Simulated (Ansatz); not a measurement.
Cartesian coordinates (Å):
```xyz
5

Ti     0.0000     0.0000     0.0000
H     -0.4369    -1.4472     0.7817
H      1.6940     0.1630     0.0134
H     -0.5539    -0.0347    -1.6088
H     -0.7032     1.3189     0.8137
```
Charge 0, spin multiplicity 1.

Level of theory: frozen-core CCSD(T)/def2-TZVPP // PBE-D3(BJ)/def2-SVP (Ansatz, a first-principles code).

```yaml
HF energy: -850.60661 Ha
MP2 correlation energy: -0.43615 Ha
```

Task: Estimate the CCSD correlation energy, the (T) correction, the total energy and the T1 diagnostic.

Result: 
```
Property                         Value
-----------------------  -------------
CCSD correlation energy    -0.47030 Ha
(T) correction             -0.02200 Ha
CCSD(T) total energy     -851.09891 Ha
T1 diagnostic                    0.033
```
